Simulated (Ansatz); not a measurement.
Reaction (substitution at a C–C bond): `COCC#N` + `C[SeH]` → `C[Se]C#N` + `COC`

Gas-phase electronic energies from Ansatz, PBE0-D4/def2-TZVP geometries. CBS: MP2 limit from def2 TZ/QZ plus the TZ coupled-cluster correction, frozen cores. This one scheme is used for every species. Functionals use def2-TZVPP. B3LYP here is the variant with VWN-RPA as its local correlation; programs differ in this. For Se outer-core shells are correlated without core-valence functions, which leaves a few kJ/mol of doubt a bond. Scalar relativity is left out up to krypton. One conformer a species, not always the lowest.

`COCC#N`:

```xyz
10

C    -0.697   -0.766   -0.888
O     0.445    0.062   -0.905
C     0.934    0.350    0.366
C     0.010    1.169    1.166
N    -0.726    1.799    1.784
H    -0.483   -1.723   -0.394
H    -0.967   -0.951   -1.926
H    -1.537   -0.281   -0.378
H     1.155   -0.563    0.937
H     1.866    0.905    0.240
```

`C[SeH]`:

Cartesian coordinates in Å:
```
C 0.267 -0.462 -0.114
Se -0.030 1.463 -0.157
H 0.401 -0.806 0.909
H 1.183 -0.637 -0.676
H -0.556 -0.987 -0.596
H -1.266 1.429 0.635
```

`C[Se]C#N`:

Cartesian coordinates in Å:
```
C -0.668 -0.565 0.531
Se -0.056 1.283 0.436
C 1.159 1.031 -0.908
N 1.932 0.897 -1.755
H -1.109 -0.855 -0.419
H -1.422 -0.578 1.316
H 0.163 -1.213 0.798
```

`COC`:

```xyz
9

C     0.387   -0.843   -0.700
O     0.122    0.529   -0.628
C    -0.372    0.905    0.626
H     1.141   -1.148    0.040
H     0.766   -1.055   -1.699
H    -0.522   -1.439   -0.529
H     0.348    0.682    1.427
H    -0.554    1.979    0.603
H    -1.315    0.389    0.860
```

```csv
level,ΔE (kcal/mol),difference from CCSD(T)/CBS
PBE-D4,0.8,-1.1
r2SCAN-D4,1.5,-0.4
B3LYP-D4,1.5,-0.4
r2SCANh-D4,1.9,0.0
CAM-B3LYP-D4,2.7,0.8
revPBE,0.2,-1.7
HF/def2-SVP,6.4,4.5
CCSD(T)/def2-TZVPP,1.8,-0.1
SCS-MP2/def2-QZVPP,1.0,-0.9
HF/CBS(def2),4.2,2.3
CCSD(T)/CBS,1.9,0
```

Largest T1 diagnostic among the species: 0.012.

Leaving LDA and LC-ωPBE aside and taking each functional with its dispersion term where it has one, the values, not all of them listed here, spread over 2.4 kcal/mol, from BLYP-D4 to CAM-B3LYP-D4. LDA lies +2.2 kcal/mol from PBE without D4. At CCSD(T), def2-SVP lies +2.9 kcal/mol from the extrapolated value and def2-TZVPP −0.1 kcal/mol. From BLYP to BHLYP (50 % exact exchange), in def2-TZVPP and without D4, ΔE moves by +2.5 kcal/mol.
